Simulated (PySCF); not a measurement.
# Worked example for 1,4-difluorobenzene: deprotonation at atom C3

Structure: `Fc1ccc(F)cc1` (C6H4F2). Numbering: `[F:1][c:2]1[cH:3][cH:4][c:5]([F:6])[cH:7][cH:8]1` These are map numbers, not IUPAC locants.

These are calculated values, ωB97X-D3(BJ)/ma-def2-TZVP in PySCF (grid level 2) at geometries from PBE0-D3(BJ)/ma-def2-SVP. The prefix ma- adds one diffuse s and one diffuse p function on all atoms but H. ωB97X-D3(BJ) is ωB97X-V with D3(BJ) in place of VV10. Thermal corrections: PBE0-D3(BJ)/ma-def2-SVP frequencies, unscaled, ideal gas at 298.15 K and 1 bar, quasi-RRHO entropy.

Step: `Fc1ccc(F)cc1` → `Fc1[c-]cc(F)cc1` + H⁺.

```csv
species,charge,multiplicity,E / Eh
Fc1ccc(F)cc1,0,1,-431.011697
Fc1[c-]cc(F)cc1,-1,1,-430.385605
```

Thermal terms, products less reactant: Δ(H − E) = -31.53 kJ/mol, Δ(G − E) = -67.75 kJ/mol (the bare proton has no electronic energy, H = 5/2 RT). 1 Eh = 2625.50 kJ/mol.

What are ΔE, ΔH and ΔG of this step?

ΔE = 0.626092 Eh = 1643.80 kJ/mol; ΔH = 1612.3 kJ/mol; ΔG = 1576.0 kJ/mol, all in the gas phase at 298.15 K and 1 bar. The digits show the arithmetic; the method itself can be off by 10 kJ/mol or more.
